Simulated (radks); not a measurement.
Question: Excited configurations of Eu2+: one electron is placed in a higher orbital outside [Xe] 4f6. The ground configuration is [Xe] 4f7. Method: scalar-relativistic Kohn-Sham, PBE, spin-unpolarised, spherical densities, finite nucleus; Fermi nuclear charge, rms radius 5.1115 fm; computed with a radial shooting solver on a logarithmic mesh with Libxc functionals. Excitation = E - E(ground); binding = E(ion) - E, where the ion is the core of charge +3; n* = 3/sqrt(2 binding) in atomic units, and the quantum defect is n - n*.

outer orbital  excitation (eV)  binding (eV)     n*  quantum defect  eigenvalue (eV)  <r> (bohr)
5d                       4.626        19.777  2.488           2.512          -15.165       2.389
5f                      16.472         7.931  3.929           1.071           -6.260       5.689
6s                       5.273        19.130  2.530           3.470          -15.984       3.368
6p                       9.691        14.712  2.885           3.115          -12.225       4.053
6f                      19.088         5.314  4.800           1.200           -4.390       9.758
7s                      14.509         9.894  3.518           3.482           -8.493       6.405
7d                      18.490         5.913  4.551           2.449           -5.010       9.727

Estimate the row for 6d.

Answer: excitation (eV) 14.887; binding (eV) 9.516; n* 3.587; quantum defect 2.413; eigenvalue (eV) -7.915; <r> (bohr) 5.702. The Delta-SCF ionisation energy is 24.403 eV (NIST Atomic Spectra Database: 24.84 eV, semi-empirical). Self-interaction in the functional shifts the binding energies and quantum defects, so they are the method's values and not measured ones. Spin polarisation and multiplet splitting are left out, so open shells lie too high by an amount that depends on their filling. Spin-orbit splitting is averaged out at the scalar-relativistic level.

Beside tabulated values, note that spin-unpolarised runs miss the spin-polarisation part of the exchange energy of open shells.
